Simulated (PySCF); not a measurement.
PySCF job for C4H7O, SMILES [CH](C(=O)C)C, multiplicity 2, ωB97X-D3(BJ)/def2-SVP. Coordinates come from a ωB97X-D3(BJ)/def2-SVP optimisation. The isomer is the one that the SMILES or the coordinates give; other isomers of the formula were not compared. The values are those of a single conformer.

```python
import numpy as np
from pyscf import gto, scf, dft, df
from pyscf.hessian import thermo

mol = gto.M(
    atom='''
    C    -2.02246005    0.31771862   -0.02624947
    C    -0.66058089    0.43998669    0.55303077
    C     0.49976995   -0.14055016   -0.09800585
    C     1.84933344    0.03857962    0.57564699
    O     0.39020442   -0.75533062   -1.15670787
    H    -1.98195430   -0.24831234   -0.96689708
    H    -2.46179984    1.31302173   -0.21889564
    H    -2.70702645   -0.19179132    0.67562605
    H    -0.52005972    0.98052591    1.49645920
    H     1.84193305   -0.40939428    1.58243931
    H     2.62457869   -0.44422778   -0.03357026
    H     2.08631859    1.10841456    0.69196657
    ''',
    basis='def2-SVP',
    charge=0,
    spin=1,
    max_memory=1600,
    verbose=3,
)
mf = dft.UKS(mol, xc='wb97x-d3bj').density_fit(auxbasis='def2-universal-jkfit')
mf.grids.level = 3
mf.conv_tol = 1e-11
mf.max_cycle = 100
mf.kernel()
fine, coarse = mf.grids, dft.Grids(mol).set(level=1).build(with_non0tab=True)
for _ in range(3):  # follow internal instabilities
    mf.grids = coarse
    mo, _, stable, _ = mf.stability(return_status=True, nroots=4)
    mf.grids = fine
    if stable:
        break
    mf.kernel(mf.make_rdm1(mo, mf.mo_occ))

# [left out here: the lines that compute and print the analytic Hessian (its translational invariance restored by hand, since the grid's response is missing), thermochemistry and intensities]
```

Output:

```

WARN: HOMO -0.200946436901186 >= LUMO -0.200946436901186

converged SCF energy = -231.743346668265  <S^2> = 0.7668083  2S+1 = 2.0167383
<class 'pyscf.df.df_jk.DFUKS'> wavefunction is stable in the internal stability analysis

WARN: DFTD3 does not support analytical Hessian, using finite difference


WARN: Mole.unit (angstrom) is changed to Bohr

Mode                                 0                   1                   2
Irrep
Freq [cm^-1]                       47.1935             99.1113            157.8462
Reduced mass [au]                   1.0727              1.0798              2.2590
Force const [Dyne/A]                0.0014              0.0062              0.0332
Char temp [K]                      67.9009            142.5991            227.1056
Normal mode                   x     y     z       x     y     z       x     y     z
       0   C                -0.00 -0.00  0.00    0.00  0.00 -0.00    0.02  0.09 -0.06
       1   C                 0.01  0.04 -0.03    0.01  0.05 -0.03   -0.02 -0.12  0.07
       2   C                 0.00  0.01 -0.01    0.00  0.00 -0.00   -0.01 -0.04  0.03
       3   C                 0.00  0.00 -0.00   -0.00 -0.00  0.00    0.01  0.09 -0.05
       4   O                -0.01 -0.04  0.02   -0.01 -0.03  0.02   -0.01 -0.04  0.03
       5   H                -0.00 -0.03  0.02    0.07  0.42 -0.25    0.04  0.24 -0.14
       6   H                -0.03 -0.02 -0.02   -0.27 -0.02  0.51    0.15  0.17  0.06
       7   H                 0.02  0.00  0.03    0.19 -0.52 -0.19   -0.11  0.06 -0.20
       8   H                 0.01  0.09 -0.05    0.01  0.05 -0.03   -0.04 -0.27  0.16
       9   H                 0.13 -0.51 -0.22   -0.02  0.02  0.01    0.14  0.06 -0.06
      10   H                 0.07  0.44 -0.26   -0.01 -0.03  0.02    0.03  0.20 -0.12
      11   H                -0.21 -0.01  0.53    0.02 -0.01 -0.02   -0.11  0.11 -0.04
Mode                                 3                   4                   5
Irrep
Freq [cm^-1]                      264.6824            419.8161            528.2425
Reduced mass [au]                   3.0345              2.9226              1.9871
Force const [Dyne/A]                0.1253              0.3035              0.3267
Char temp [K]                     380.8191            604.0219            760.0233
Normal mode                   x     y     z       x     y     z       x     y     z
       0   C                 0.06 -0.07 -0.10   -0.13  0.02  0.00   -0.00 -0.01  0.01
       1   C                -0.01  0.04  0.06   -0.08 -0.00 -0.03   -0.00 -0.01  0.01
       2   C                -0.01  0.04  0.07    0.00  0.03  0.05    0.03  0.16 -0.10
       3   C                 0.06 -0.04 -0.05    0.08 -0.05 -0.06    0.00  0.00 -0.00
       4   O                -0.10  0.06  0.07    0.11  0.01  0.05   -0.01 -0.06  0.04
       5   H                 0.25 -0.09 -0.08   -0.21  0.03 -0.01   -0.00 -0.01  0.01
       6   H                 0.01 -0.11 -0.19   -0.11  0.04  0.04    0.02 -0.00 -0.02
       7   H                 0.01 -0.11 -0.19   -0.11  0.04  0.04   -0.01  0.02  0.01
       8   H                -0.10  0.05  0.06   -0.13  0.01 -0.03   -0.07 -0.44  0.26
       9   H                 0.14 -0.06 -0.06    0.22 -0.09 -0.07   -0.26 -0.11 -0.05
      10   H                -0.05 -0.08 -0.15   -0.09 -0.12 -0.22   -0.02 -0.15  0.09
      11   H                 0.14 -0.06 -0.06    0.23 -0.08 -0.08    0.23 -0.07  0.15
Mode                                 6                   7                   8
Irrep
Freq [cm^-1]                      612.6271            661.6637            807.9102
Reduced mass [au]                   3.6849              1.3588              2.1977
Force const [Dyne/A]                0.8148              0.3505              0.8452
Char temp [K]                     881.4340            951.9868           1162.4030
Normal mode                   x     y     z       x     y     z       x     y     z
       0   C                 0.06  0.01  0.02    0.00  0.01 -0.01   -0.09  0.02  0.02
       1   C                -0.01  0.05  0.09    0.02  0.11 -0.06   -0.04  0.07  0.11
       2   C                -0.07  0.01 -0.00   -0.01 -0.07  0.04    0.02 -0.04 -0.06
       3   C                -0.13 -0.02 -0.08   -0.00 -0.01  0.01    0.09 -0.01  0.02
       4   O                 0.12 -0.02 -0.00    0.00  0.01 -0.01    0.01 -0.04 -0.06
       5   H                 0.26 -0.02  0.04   -0.01 -0.09  0.06    0.28 -0.02  0.05
       6   H                 0.00 -0.04 -0.08   -0.18 -0.08 -0.08   -0.20 -0.08 -0.23
       7   H                 0.00 -0.05 -0.07    0.17 -0.01  0.14   -0.21 -0.12 -0.20
       8   H                 0.07  0.04  0.08   -0.10 -0.61  0.36    0.07  0.05  0.11
       9   H                -0.08 -0.04 -0.09    0.19  0.07  0.05   -0.02  0.04  0.04
      10   H                -0.22 -0.06 -0.16    0.01  0.09 -0.06    0.26  0.06  0.17
      11   H                -0.08 -0.04 -0.09   -0.17  0.04 -0.11   -0.03  0.02  0.05
[...]
Freq [cm^-1]                     1447.3021           1460.3564           1461.4533
Reduced mass [au]                   1.0508              1.0462              1.0466
Force const [Dyne/A]                1.2968              1.3146              1.3170
Char temp [K]                    2082.3455           2101.1277           2102.7059
Normal mode                   x     y     z       x     y     z       x     y     z
       0   C                -0.01 -0.01 -0.01    0.01  0.04 -0.02    0.00  0.03 -0.02
       1   C                 0.01 -0.00 -0.00    0.00  0.01 -0.00    0.00  0.01 -0.01
       2   C                 0.02  0.00  0.01    0.00  0.01 -0.00   -0.00 -0.01  0.01
       3   C                 0.02 -0.02 -0.03    0.00  0.03 -0.02   -0.01 -0.04  0.02
       4   O                -0.01 -0.01 -0.02    0.00  0.00 -0.00    0.00  0.00 -0.00
       5   H                 0.15 -0.02  0.00   -0.08 -0.50  0.30   -0.06 -0.36  0.22
       6   H                -0.10 -0.01  0.15    0.10  0.14  0.33    0.07  0.10  0.24
       7   H                -0.07  0.16  0.05   -0.11 -0.20 -0.29   -0.08 -0.14 -0.21
       8   H                -0.01  0.00  0.00   -0.00 -0.02  0.01   -0.01 -0.02  0.01
       9   H                -0.03  0.55  0.23    0.24 -0.12 -0.07   -0.33  0.16  0.10
      10   H                -0.24 -0.12 -0.28   -0.06 -0.36  0.21    0.08  0.49 -0.29
      11   H                -0.12 -0.05  0.58   -0.25  0.06  0.10    0.35 -0.09 -0.14
Mode                                21                  22                  23
Irrep
Freq [cm^-1]                     1497.7325           1700.0019           3044.2022
Reduced mass [au]                   2.0819              9.3493              1.0398
Force const [Dyne/A]                2.7516             15.9194              5.6774
Char temp [K]                    2154.9036           2445.9242           4379.9291
Normal mode                   x     y     z       x     y     z       x     y     z
       0   C                 0.06  0.00  0.02    0.01  0.00  0.01    0.05 -0.01  0.00
       1   C                -0.16  0.03  0.02   -0.04  0.00 -0.01    0.00  0.00  0.00
       2   C                 0.11 -0.04 -0.04    0.06  0.10  0.19   -0.00  0.00  0.00
       3   C                -0.03 -0.00 -0.01   -0.02 -0.01 -0.02    0.00 -0.00 -0.00
       4   O                -0.01  0.01  0.02   -0.01 -0.07 -0.12   -0.00 -0.00 -0.00
       5   H                -0.33  0.04 -0.02   -0.05  0.01  0.00    0.02 -0.19 -0.32
       6   H                 0.17  0.01 -0.19   -0.01 -0.02 -0.02   -0.24  0.58 -0.12
       7   H                 0.14 -0.21 -0.06   -0.01 -0.01 -0.03   -0.39 -0.30  0.41
       8   H                 0.38 -0.06 -0.00    0.12 -0.03 -0.01    0.00 -0.01 -0.02
       9   H                 0.07  0.11  0.04   -0.03 -0.03 -0.03    0.00 -0.00  0.00
      10   H                -0.07 -0.01 -0.05    0.06  0.03  0.06    0.00 -0.00 -0.00
      11   H                 0.05 -0.03  0.13   -0.03 -0.01 -0.04    0.00  0.00  0.00
Mode                                24                  25                  26
Irrep
Freq [cm^-1]                     3070.7351           3113.0637           3159.4593
Reduced mass [au]                   1.0382              1.1003              1.1032
Force const [Dyne/A]                5.7678              6.2826              6.4881
Char temp [K]                    4418.1041           4479.0055           4545.7584
Normal mode                   x     y     z       x     y     z       x     y     z
       0   C                 0.00 -0.00  0.00    0.01  0.07 -0.04   -0.00 -0.00  0.00
       1   C                -0.00 -0.00 -0.00    0.00  0.00 -0.00    0.00  0.00 -0.00
       2   C                -0.00 -0.00 -0.00    0.00  0.00 -0.00   -0.00 -0.00  0.00
       3   C                 0.04  0.01  0.03   -0.00 -0.00  0.00   -0.01 -0.08  0.04
       4   O                 0.00  0.00  0.00   -0.00 -0.00  0.00   -0.00 -0.00  0.00
       5   H                -0.00 -0.00 -0.00    0.00  0.01 -0.00   -0.00 -0.00  0.00
       6   H                -0.00  0.00 -0.00    0.27 -0.60  0.11   -0.00  0.00 -0.00
       7   H                -0.00 -0.00  0.00   -0.42 -0.30  0.43    0.00  0.00 -0.00
       8   H                 0.00  0.01  0.01   -0.00 -0.00  0.00   -0.00 -0.00 -0.00
       9   H                 0.01  0.26 -0.56    0.00  0.00 -0.00    0.01  0.27 -0.62
      10   H                -0.31  0.20  0.25   -0.00 -0.00  0.00    0.00 -0.01  0.00
      11   H                -0.13 -0.60 -0.06   -0.00  0.00  0.00    0.14  0.65  0.08
Mode                                27                  28                  29
Irrep
Freq [cm^-1]                     3188.9206           3199.9125           3203.2220
Reduced mass [au]                   1.0997              1.0936              1.1050
Force const [Dyne/A]                6.5891              6.5973              6.6801
Char temp [K]                    4588.1467           4603.9616           4608.7233
Normal mode                   x     y     z       x     y     z       x     y     z
       0   C                 0.02 -0.04 -0.06    0.01 -0.02 -0.03    0.00 -0.01 -0.01
       1   C                 0.01  0.02  0.03   -0.01 -0.03 -0.06   -0.00 -0.01 -0.02
       2   C                 0.00 -0.00 -0.00   -0.00  0.00 -0.00   -0.00 -0.00 -0.00
       3   C                 0.00 -0.00 -0.00   -0.01  0.01  0.02    0.04 -0.04 -0.06
       4   O                 0.00 -0.00 -0.00    0.00  0.00  0.00   -0.00  0.00  0.00
       5   H                -0.03  0.40  0.67   -0.01  0.20  0.34   -0.00  0.05  0.09
       6   H                -0.08  0.19 -0.04   -0.05  0.11 -0.02   -0.01  0.03 -0.01
       7   H                -0.13 -0.10  0.13   -0.08 -0.06  0.07   -0.02 -0.02  0.02
       8   H                -0.05 -0.22 -0.38    0.10  0.39  0.68    0.03  0.14  0.24
       9   H                -0.00 -0.00  0.00    0.00  0.04 -0.08   -0.00 -0.12  0.25
      10   H                -0.02  0.01  0.02    0.19 -0.12 -0.15   -0.57  0.35  0.45
      11   H                 0.00  0.00  0.00   -0.02 -0.09 -0.01    0.06  0.28  0.02
temperature 298.1500 [K]
pressure 101325.00 [Pa]
Rotational constants [GHz] 10.07449 3.62602 2.75849
Symmetry number 1
Zero-point energy (ZPE) 0.09959 [Eh]   261479.264 [J/mol]
                           tot       elec      trans        rot        vib
Entropy [J/mol/K]       340.172      5.763    161.926    106.986     65.497
Cv [J/mol/K]             89.180      0.000     12.472     12.472     64.237
Cp [J/mol/K]             97.494      0.000     20.786     12.472     64.237
Internal energy [J/mol]                      3718.434   3718.434 271341.747
Internal energy [Eh]   -231.63717  -231.74335
Enthalpy [J/mol]                             6197.391   3718.434 271341.747
Enthalpy [Eh]          -231.63622
Gibbs free energy [J/mol]                  -42080.853 -28179.324 251813.831
Gibbs free energy [Eh] -231.67485
mode   freq/cm-1   IR/(km/mol)
   1       47.19         0.057
   2       99.11         0.191
   3      157.85         0.785
   4      264.68         6.866
   5      419.82         6.348
   6      528.24         0.007
   7      612.63         6.636
   8      661.66        11.860
   9      807.91        10.131
  10      963.60        10.173
  11      970.43         1.468
  12     1031.77         3.420
  13     1046.22        28.192
  14     1150.62         2.288
  15     1222.46        44.445
  16     1370.75         0.415
  17     1386.15        42.705
  18     1428.48        14.492
  19     1447.30        21.488
  20     1460.36        19.918
  21     1461.45         0.504
  22     1497.73        38.156
  23     1700.00        77.567
  24     3044.20        10.804
  25     3070.74         3.256
  26     3113.06         7.430
  27     3159.46         7.086
  28     3188.92         0.447
  29     3199.91        10.053
  30     3203.22         4.892
max |gradient| / (hartree/bohr): 3.213513623734148e-05
APT charges: [-0.0774 -0.0529  0.6966 -0.1097 -0.6114  0.058   0.0168  0.0168  0.0134
  0.0139  0.0221  0.0138]
```

The run converged.

Cost: around 6 core-minutes (rough).
